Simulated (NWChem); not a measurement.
# ZnNH₂I; SMILES [I][Zn][NH2]

```xyz
5

Zn     0.1528    -1.1871     0.0038
I     -0.1452     1.2242     0.0011
N      0.5197    -2.9692     0.0082
H      0.2768    -3.4843    -0.8351
H      0.1678    -3.5033     0.7998
```
Atoms are numbered in this order, from 1.

Level: PBE0/def2-SVP with def2 effective core potentials on I (NWChem), optimised geometry, unscaled harmonic frequencies. def2 effective core potentials on I; no spin-orbit coupling.

```json
[
 {"frequency (cm⁻¹)": "107", "IR intensity (km/mol)": "1.6"},
 {"frequency (cm⁻¹)": "113", "IR intensity (km/mol)": "6.9"},
 {"frequency (cm⁻¹)": "242", "IR intensity (km/mol)": "8.8"},
 {"frequency (cm⁻¹)": "413", "IR intensity (km/mol)": "166.7"},
 {"frequency (cm⁻¹)": "684", "IR intensity (km/mol)": "49.5"},
 {"frequency (cm⁻¹)": "740", "IR intensity (km/mol)": "24.7"},
 {"frequency (cm⁻¹)": "1533", "IR intensity (km/mol)": "7.6"},
 {"frequency (cm⁻¹)": "3567", "IR intensity (km/mol)": "11.6"},
 {"frequency (cm⁻¹)": "3660", "IR intensity (km/mol)": "14.7"}
]
```

| Quantity | Value |
|---|---|
| zero-point energy | 15.8 kcal/mol |
| thermal correction to the enthalpy at 298.15 K (with zero-point energy) | 19.7 kcal/mol |
| heat capacity Cv | 14.7 cal/(mol K) |
| entropy at 298.15 K and 1 atm (symmetry number 1) | 75.9 cal/(mol K) |

Rigid rotor and harmonic oscillator.
